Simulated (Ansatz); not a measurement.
Sn12GeH20, an alloyed cluster cut from the lattice of tin (1 Ge, core), relaxed as a singlet with RKS PBE-D4/def2-SVP in Ansatz, starting from a model built from a lattice or polyhedron. Force threshold 0.03 eV/Å.

In the def2 sets Sn takes a core potential; there is no spin–orbit coupling. Single mean-field runs in def2-SVP are fitted with def2-universal-jkfit.

Start:

```xyz
33

Sn    1.587   -3.303   -1.919
Sn    0.381    2.012    3.882
Sn   -0.577   -2.039    1.922
Sn    2.546    0.730    0.032
Sn    0.288    0.586   -3.936
Sn   -1.908    1.842   -0.106
Sn   -2.839   -2.191   -2.061
Sn    2.805    2.113    2.478
Sn    1.907   -1.957    0.537
Sn   -0.408   -2.087   -3.457
Sn   -1.656    3.178    2.327
Sn   -2.619   -0.835    0.365
Ge    0.560    1.932   -1.507
H     1.182   -4.972   -1.613
H     3.099   -3.263   -2.771
H     0.529    2.819    5.381
H    -0.065    0.358    4.174
H    -0.999   -3.681    2.235
H    -0.421   -1.232    3.397
H     4.051    0.773   -0.813
H     1.766    0.644   -4.784
H    -0.940    1.339   -4.876
H    -3.141    2.591   -1.026
H    -3.287   -3.823   -1.757
H    -4.076   -1.432   -3.003
H     4.029    1.324    3.442
H     3.239    3.730    2.174
H     3.097   -2.726    1.481
H    -0.589   -2.928   -4.946
H    -3.133    3.155    3.185
H    -1.229    4.845    2.036
H    -4.092   -0.893    1.270
H     0.912    3.389   -1.745
```

Question: Estimate the energy that the relaxation releases and the steps that it takes.

Answer: 40.2 kJ/mol, in 8 steps; 41 s on 2 threads of AMD EPYC 7R13 on a shared host and a share (18 GiB) of an NVIDIA H100 80GB HBM3. The force fell under the threshold at step 6, but the optimiser went on. No frequencies were taken in this run, so the end may be a saddle point.

Question: Does the start keep its bonding and symmetry?

Answer: By distances, no bond broke or formed. The bond that changes most is Sn6–Ge13, from 2.84 to 2.64 Å (atoms count from 1). A close non-bonded pair moves further: H17–H19, from 1.80 to 2.47 Å.

Question: Predict the relaxed structure.

Answer: 
```tsv
atom	x (Å)	y (Å)	z (Å)
Sn1	1.5969	-3.3496	-1.9356
Sn2	0.4295	2.2273	3.9086
Sn3	-0.6283	-2.2524	1.8858
Sn4	2.4369	0.6939	0.0486
Sn5	0.2883	0.6503	-3.7447
Sn6	-1.8157	1.7648	-0.0936
Sn7	-2.8664	-2.2236	-2.0837
Sn8	2.8228	2.1369	2.4389
Sn9	1.8306	-2.0146	0.5357
Sn10	-0.4047	-2.0627	-3.4430
Sn11	-1.6227	3.2583	2.2892
Sn12	-2.5931	-0.9003	0.3900
Ge13	0.4990	1.7974	-1.3722
H14	1.1962	-5.0227	-1.6897
H15	3.1074	-3.2999	-2.7923
H16	0.6196	3.1737	5.3536
H17	0.0051	0.6149	4.3926
H18	-1.0560	-3.9333	2.0085
H19	-0.5240	-1.6253	3.5017
H20	3.8929	0.7597	-0.9097
H21	1.7987	0.7954	-4.5919
H22	-0.9195	1.4793	-4.6797
H23	-3.0037	2.4946	-1.1418
H24	-3.3235	-3.8828	-1.8415
H25	-4.1157	-1.4753	-3.0310
H26	4.0991	1.4221	3.3762
H27	3.3091	3.7599	2.0552
H28	3.1041	-2.7265	1.4890
H29	-0.5402	-2.8077	-5.0124
H30	-3.1416	3.2475	3.1327
H31	-1.2579	4.9115	1.9002
H32	-4.1082	-0.9105	1.2512
H33	0.8848	3.2995	-1.5950
```
Bond lengths (bridged metal pairs left out): 13 × Sn–Sn 2.81 to 2.82 Å; 3 × Ge–Sn 2.64 Å; 19 × H–Sn 1.74 Å; 1 × Ge–H 1.57 Å.
